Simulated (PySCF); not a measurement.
Harmonic spectrum computed at PBE0 in the def2-TZVP basis family (core potentials from Rb on, PySCF, no spin–orbit coupling):

| symmetry | ω (cm⁻¹) | IR (km/mol) |
| --- | --- | --- |
| a | 353 | 70.8 |
| a | 497 | 132 |
| a | 635 | 48.1 |
| a | 677 | 82.8 |
| a | 1884 | 73.4 |
| a | 3870 | 106 |

Question: Which molecule gave it? In each, all ligands are bound to the one heavy central atom.
A. HAl(OH) (doublet)
B. HGe(OH) (singlet)
C. HGa(OH) (doublet)
D. HCu(OH) (doublet)
E. HIn(OH) (doublet)

Answer: D. It has C1 symmetry with Cu–H 1.495 Å, Cu–O 1.769 Å, O–H 0.962 Å.
